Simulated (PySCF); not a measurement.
**A small calculation by hand: refractive index and permittivity of the vapour**

C₂H₈O₂Si₂, SMILES O[C@H]1[SiH2]CO[SiH2]1.

Coordinates come from a B3LYP-D3(BJ)/def2-SVP optimisation. The structure was generated by enumeration; whether it is a known compound was not checked. Other conformers were not sampled.

PBE/def2-TZVP (PySCF) gives a mean static polarisability of 84.3 bohr³ and a dipole moment of 0.91 D. Take an ideal gas at 298.15 K and 1 bar, whether or not the substance is that volatile.

Question: Work out n − 1 in the optical limit and the static ε − 1.

Answer: 
Polarisability volume α' = 84.3 × 0.148185 = 12.49 Å³. Number density N = p/kT = 2.43e-5 Å⁻³.
Dilute limit of Lorentz–Lorenz: n − 1 = 2π N α' = 0.0019.
Orientation term of Debye: μ²/(3kT) = 8.098 Å³ × μ²(D²) = 6.71 Å³.
ε − 1 = 4π N (α' + μ²/3kT) = 0.0059. Orientation of the dipole supplies 35 % of the static response; it can't follow optical fields. Vibrational polarisation and dispersion are left out.
